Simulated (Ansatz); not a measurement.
def2 core potentials replace the inner electrons of Sn.

Species: C₅H₁₂O₃Sn, SMILES `C=[CH][Sn]([O]C)([O]C)[O]C` with one electron removed (charge 1, multiplicity 2).

Problem. Give a relaxed geometry from PBE0-D3(BJ)/def2-SVP (Ansatz, an electronic-structure program).

Solution. This is not unique; one that fits is the end point of this relaxation, one of several conformers (outside a Z-matrix the atoms follow the SMILES, hydrogens last).
Z-matrix (Å, degrees):
```
Sn
O 1 1.9401
C 2 1.4205 1 127.60
H 3 1.0995 2 106.75 1 -178.31
H 3 1.1020 4 108.12 2 -121.04
H 3 1.1021 4 108.09 5 -118.07
O 1 2.0302 2 103.57 3 134.84
C 7 1.3790 1 125.07 2 17.31
H 8 1.1020 7 113.91 1 -39.75
H 8 1.1048 9 111.60 7 123.18
H 8 1.1208 9 107.97 10 114.14
O 1 2.0493 2 99.54 3 -143.55
C 12 1.3742 1 124.25 2 -20.25
H 13 1.1016 12 114.08 1 37.80
H 13 1.1059 14 112.30 12 -123.91
H 13 1.1227 14 108.19 15 -114.03
C 1 2.0930 2 135.73 3 -2.56
C 17 1.3344 1 118.04 2 146.15
H 17 1.0937 18 124.02 1 179.80
H 18 1.0949 17 123.72 19 179.59
H 18 1.0965 20 116.51 17 179.96
```
